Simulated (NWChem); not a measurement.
Program: NWChem. System: C2H6Si, charge 1, spin multiplicity 2, at the geometry of a parent with another charge or spin, in a state set for the comparison that need not be this species' ground state. Its SCF solution wasn't tested for a lower state. Level: UB3LYP/aug-cc-pVDZ, VWN1-RPA local correlation.

Job file:

```
start mol
memory heap 200 mb stack 900 mb global 1100 mb
charge 1
geometry units angstroms nocenter noautoz noautosym
  Si     1.010019    -0.368763    -0.194799
  C     -0.605467     0.590703    -0.196936
  C     -1.660755     0.291472     0.587338
  H      1.310965    -0.919237    -1.564891
  H      0.913926    -1.507000     0.785040
  H      2.164032     0.519701     0.192475
  H     -0.695901     1.454432    -0.883286
  H     -2.595829     0.878231     0.561009
  H     -1.640134    -0.556498     1.294431
end
basis spherical
  * library aug-cc-pvdz
end
dft
  xc b3lyp
  odft
  mult 2
  semidirect memsize 60000000 filesize 0
  iterations 100
end
task dft energy
```

NWChem printed:

```
             Northwest Computational Chemistry Package (NWChem) 7.3.0
             --------------------------------------------------------

                                NWChem Input Module
                                -------------------

 Scaling coordinates for geometry "geometry" by  1.889725989
 (inverse scale =  0.529177249)

                             Geometry "geometry" -> ""
                             -------------------------

 Output coordinates in angstroms (scale by  1.889725989 to convert to a.u.)

  No.       Tag          Charge          X              Y              Z
 ---- ---------------- ---------- -------------- -------------- --------------
    1 Si                  14.0000     1.01001900    -0.36876300    -0.19479900
    2 C                    6.0000    -0.60546700     0.59070300    -0.19693600
    3 C                    6.0000    -1.66075500     0.29147200     0.58733800
    4 H                    1.0000     1.31096500    -0.91923700    -1.56489100
    5 H                    1.0000     0.91392600    -1.50700000     0.78504000
    6 H                    1.0000     2.16403200     0.51970100     0.19247500
    7 H                    1.0000    -0.69590100     1.45443200    -0.88328600
    8 H                    1.0000    -2.59582900     0.87823100     0.56100900
    9 H                    1.0000    -1.64013400    -0.55649800     1.29443100

 Effective nuclear repulsion energy (a.u.)      97.0147571641

            Nuclear Dipole moment (a.u.)
            ----------------------------
        X                 Y               Z
 ---------------- ---------------- ----------------
    -0.0000132281    -0.0000056692     0.0000075589


 Summary of "ao basis" -> "" (spherical)
 ------------------------------------------------------------------------------
       Tag                 Description            Shells   Functions and Types
 ---------------- ------------------------------  ------  ---------------------
 *                        aug-cc-pvdz                 on all atoms

                                 NWChem DFT Module
                                 -----------------
[...]
 overlap   0.910  0.913  0.999  0.996  0.987  0.994  0.983  0.995  0.988  0.996

   alpha     31     32     33     34     35     36     37     38     39     40
    beta     31     32     33     34     35     36     37     38     39     40
 overlap   0.989  0.994  0.994  0.974  0.962  0.981  0.960  0.994  0.993  0.999

   alpha     41     42     43     44     45     46     47     48     49     50
    beta     41     42     43     44     45     46     47     48     49     51
 overlap   0.997  0.990  0.996  0.990  0.977  0.981  0.999  0.998  0.996  0.961

   alpha     51     52     53     54     55     56     57     58     59     60
    beta     50     52     53     54     55     56     57     58     59     60
 overlap   0.961  0.997  0.998  0.999  0.997  0.998  0.903  0.905  0.999  0.997

   alpha     61     62     63     64     65     66     67     68     69     70
    beta     61     62     63     64     65     66     67     68     70     69
 overlap   0.995  0.998  0.990  0.977  0.993  0.941  0.936  0.998  0.950  0.934

   alpha     71     72     73     74     75     76     77     78     79     80
    beta     71     72     73     74     75     76     77     78     79     80
 overlap   0.981  0.996  0.999  0.999  0.998  1.000  0.778  0.800  0.988  0.979

   alpha     81     82     83     84     85     86     87     88     89     90
    beta     81     82     83     84     85     86     87     88     89     90
 overlap   1.000  1.000  0.988  0.989  0.973  0.973  0.997  0.966  0.966  0.999

   alpha     91     92     93     94     95     96     97     98     99    100
    beta     91     92     93     94     95     96     97     98     99    100
 overlap   0.995  0.992  0.997  0.999  0.998  0.998  0.999  0.994  0.992  0.999

   alpha    101    102    103    104    105    106    107    108    109    110
    beta    101    102    104    103    106    105    107    108    109    110
 overlap   1.000  0.999  0.860  0.860  0.969  0.968  0.997  0.994  0.962  0.965

   alpha    111    112    113    114    115    116    117    118    119    120
    beta    111    112    113    114    115    116    117    118    119    120
 overlap   1.000  0.995  0.999  0.997  0.999  0.998  0.999  0.999  0.994  0.994

   alpha    121    122    123    124    125    126    127
    beta    121    122    123    124    125    126    127
 overlap   0.999  1.000  1.000  1.000  1.000  1.000  1.000

     --------------------------
     Expectation value of S2:
     --------------------------
      <S2> =      0.7547 (Exact =     0.7500)

 center of mass
 --------------
 x =   0.01678485 y =   0.00448958 z =  -0.01228680

 moments of inertia (a.u.)
 ------------------
          97.231501130507          87.094393018164          70.306805434353
          87.094393018164         338.889436070563          -5.367480074046
          70.306805434353          -5.367480074046         353.394922688880

     Multipole analysis of the density
     ---------------------------------

     L   x y z        total         alpha         beta         nuclear
     -   - - -        -----         -----         ----         -------
     0   0 0 0      1.000000    -16.000000    -15.000000     32.000000

     1   1 0 0     -0.883771      0.099465     -0.983222     -0.000013
     1   0 1 0      0.409686     -0.056700      0.466392     -0.000006
     1   0 0 1      0.105080     -0.006025      0.111098      0.000008

     2   2 0 0     -9.250170    -98.222705    -90.222375    179.194909
     2   1 1 0     -2.243972     24.651819     23.461811    -50.357602
     2   1 0 1     -2.473699     20.530523     19.040769    -42.044991
     2   0 2 0    -16.369415    -28.965835    -27.005287     39.601706
     2   0 1 1     -0.278267     -1.151735      0.237803      0.635665
     2   0 0 2    -16.537362    -25.057873    -22.570769     31.091280

 Task  times  cpu:       40.0s     wall:       40.0s

 Total times  cpu:       40.0s     wall:       40.0s
```
